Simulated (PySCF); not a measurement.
Gas-phase reaction: 2 SnHCl₃ + Cl₂ → 2 SnCl₃ + 2 HCl

Computed with PySCF and rigid-rotor harmonic-oscillator thermochemistry at 1 bar. † marks an energy on the PBE0/def2-TZVP geometry and frequencies; other levels use their own. Open shells (unrestricted): SnCl₃ (multiplicity 2); the rest are closed-shell singlets. Sn: scalar-relativistic def2 core potential, no spin-orbit coupling. SnHCl₃, SnCl₃: computed as isolated molecules; such fragments, hydroxides, amides, oligomers or adducts are transient or little studied in the gas.

HF/def2-TZVP† gives ΔH°(298 K) = -85 kJ.

Task: What do PBE0/def2-SVP†, PBE/def2-SVP, ωB97M-V/def2-TZVP† give?

Result: PBE0/def2-SVP†: -67 kJ; PBE/def2-SVP: -77 kJ; ωB97M-V/def2-TZVP†: -28 kJ. For scale, ΔH°(298 K) is -85 kJ at this level, -28 kJ at ωB97M-V/def2-TZVP†, and runs from -172 to -15 kJ over the 17 levels computed.
